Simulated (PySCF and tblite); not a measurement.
Values are calculated unless marked as measured or tabulated.
System: C₅H₄O₃S, numbered as in [O:1]=[C:2]([OH:3])[c:4]1[cH:5][cH:6][c:7]([SH:8])[o:9]1.

Motion: rotation about the C2–O3 bond (torsion O1–C2–O3–H from 0° to 180°, rising). GFN2-xTB gives an electronic barrier of 12.3 kcal/mol and a reaction energy of 4.8 kcal/mol.

Question: What does PBE0/pcSseg-1 + D3(BJ) give on GFN2-xTB geometries?

Answer: A barrier of 11.6 kcal/mol, 0.6 below the tight-binding barrier (from unrounded values), a reaction energy of 3.2 kcal/mol and, with GFN2-xTB thermal terms, ΔG‡(298 K) = 10.6 kcal/mol and k = 2.1×10⁵ s⁻¹ (2 equivalent paths).

Programs: tblite and PySCF.
